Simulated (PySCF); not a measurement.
# BeB: a base run and its variants

Base input, run as `OMP_NUM_THREADS=1 python input.py` with PySCF 2.14:

```python
from pyscf import gto, scf, ci

mol = gto.M(
    atom='Be 0 0 0; B 0 0 1.686',
    basis='def2-tzvp',
    charge=0,
    spin=1,
    verbose=3,
)
mf = scf.UHF(mol)
mf.kernel()
ci.CISD(mf, frozen=1).kernel()
mf.dip_moment()
print('orbital energies (hartree):', [e[max(0, n-3):n+3].round(4) for e, n in zip(mf.mo_energy, mol.nelec)])
```

Base result: E(SCF) = -39.075564 Eh, E(CISD) − E(SCF) = -0.16092 Eh, ⟨S²⟩ = 0.759, μz(SCF) = -2.91 D. At this level a UHF run with spin=3 ends 1.12 eV lower; the true order of the states can differ. The bond length is a typed value, not an optimised one. No search for the lowest solution was made.

Run time: 4.1 s on 1 thread of Intel Xeon Platinum 8488C (shared host), peak memory 0.35 GiB.

Each row names what differs from the base; energies in brackets are changes from the base.

| change | result |
| --- | --- |
| step after the SCF: cisd → mp2 | E(SCF) = -39.075564 Eh (+0.0000 eV), E(MP2) − E(SCF) = -0.13759 Eh, ⟨S²⟩ = 0.759, μz(SCF) = -2.91 D |
| Cartesian functions: off → on | E(SCF) = -39.075923 Eh (-0.0098 eV), E(CISD) − E(SCF) = -0.16226 Eh, ⟨S²⟩ = 0.759, μz(SCF) = -2.91 D |
| geometry: bond 1.686 → bond 2.107 | E(SCF) = -39.099545 Eh (-0.6526 eV), E(CISD) − E(SCF) = -0.15149 Eh, ⟨S²⟩ = 0.763, μz(SCF) = -1.70 D |
| geometry: bond 1.686 → bond 1.804 | E(SCF) = -39.088532 Eh (-0.3529 eV), E(CISD) − E(SCF) = -0.15933 Eh, ⟨S²⟩ = 0.759, μz(SCF) = -2.56 D |
| charge: 0 → 2 [another spin of the ion may lie lower] | E(SCF) = -38.322087 Eh (+20.5031 eV), E(CISD) − E(SCF) = -0.08021 Eh, ⟨S²⟩ = 0.753 |
| electric field along z (a.u.): none → 0.001 | E(SCF) = -39.074487 Eh (+0.0293 eV), E(CISD) − E(SCF) = -0.16157 Eh, ⟨S²⟩ = 0.759, μz(SCF) = -2.57 D |
| basis set: def2-tzvp → jorge-dzp-dkh; spin-free X2C: off → on | E(SCF) = -39.080430 Eh, E(CISD) − E(SCF) = -0.13915 Eh, ⟨S²⟩ = 0.757, μz(SCF) = -2.69 D |
| convergence threshold: default → 0.001 [unsound on purpose] | E(SCF) = -39.076572 Eh (-0.0274 eV), E(CISD) − E(SCF) = -0.16087 Eh, ⟨S²⟩ = 0.772, μz(SCF) = -2.67 D |
| step after the SCF: cisd → gradient | E(SCF) = -39.075564 Eh (+0.0000 eV), ⟨S²⟩ = 0.759, μz(SCF) = -2.91 D, gradient on the second atom -0.0784 Eh/bohr |
| cycle limit: 50 → 1 [unsound on purpose] | not converged: SCF |
| basis set: def2-tzvp → cc-pvdz-dk; spin-free X2C: off → on | E(SCF) = -39.080674 Eh, E(CISD) − E(SCF) = -0.12771 Eh, ⟨S²⟩ = 0.757, μz(SCF) = -2.61 D |
| geometry: bond 1.686 → bond 1.484 | E(SCF) = -39.024508 Eh (+1.3893 eV), E(CISD) − E(SCF) = -0.16317 Eh, ⟨S²⟩ = 0.760, μz(SCF) = -3.29 D |
| density fitting: none → weigend | E(SCF) = -39.075214 Eh (+0.0095 eV), E(CISD) − E(SCF) = -0.15361 Eh, ⟨S²⟩ = 0.759, μz(SCF) = -2.90 D |
| spin (2S): 1 → 5 [a high spin state] | E(SCF) = -39.042683 Eh (+0.8947 eV), E(CISD) − E(SCF) = -0.07001 Eh, ⟨S²⟩ = 8.750, μz(SCF) = -0.18 D |
| smearing width (hartree): none → 0.2; step after the SCF: cisd → none [unsound on purpose] [smearing does not keep the typed spin] | E(SCF) = -38.011422 Eh (+28.9568 eV), μz(SCF) = 0.68 D |
| SCF type: UHF → RHF [runs as restricted open-shell] | E(SCF) = -39.072784 Eh (+0.0757 eV), E(CISD) − E(SCF) = -0.16310 Eh, μz(SCF) = -2.95 D |
| initial guess: minao → huckel | E(SCF) = -39.075564 Eh (+0.0000 eV), E(CISD) − E(SCF) = -0.16092 Eh, ⟨S²⟩ = 0.759, μz(SCF) = -2.91 D |
| electric field along z (a.u.): none → 0.2 [unsound on purpose] [may be another electronic state] | E(SCF) = -41.013099 Eh (-52.7230 eV), E(CISD) − E(SCF) = -0.07775 Eh, ⟨S²⟩ = 0.751, μz(SCF) = 39.50 D |
| spin (2S): 1 → 3 [a high spin state] | E(SCF) = -39.116627 Eh (-1.1174 eV), E(CISD) − E(SCF) = -0.12422 Eh, ⟨S²⟩ = 3.838, μz(SCF) = -2.89 D |
| step after the SCF: cisd → eomip; number of roots: default → 6 | E(SCF) = -39.075564 Eh (+0.0000 eV), E(CCSD) − E(SCF) = -0.17438 Eh, ⟨S²⟩ = 0.759, μz(SCF) = -2.91 D, ionisation roots 8.075, 8.082, 8.440, 9.707, 9.756, 10.238 eV |
| functional: none (Hartree–Fock) → olyp; SCF type: UHF → UKS; step after the SCF: cisd → analyze | E(SCF) = -39.341584 Eh, ⟨S²⟩ = 0.761, μz(SCF) = -1.69 D |
| basis set: def2-tzvp → def2-tzv2p [unsound on purpose] | stops with BasisNotFoundError (def2-tzv2p) |
| spin-free X2C: off → on [basis contracted without relativity] | E(SCF) = -39.084511 Eh, E(CISD) − E(SCF) = -0.16093 Eh, ⟨S²⟩ = 0.759, μz(SCF) = -2.90 D |

**Question.** Order these changes by how far they move the SCF energy from the base, largest first: (1) SCF type: UHF → RHF; (2) geometry: bond 1.686 → bond 1.484; (3) geometry: bond 1.686 → bond 1.804; (4) geometry: bond 1.686 → bond 2.107.

**Answer.** (2) +1.3893 eV, (4) -0.6526 eV, (3) -0.3529 eV, (1) +0.0757 eV.
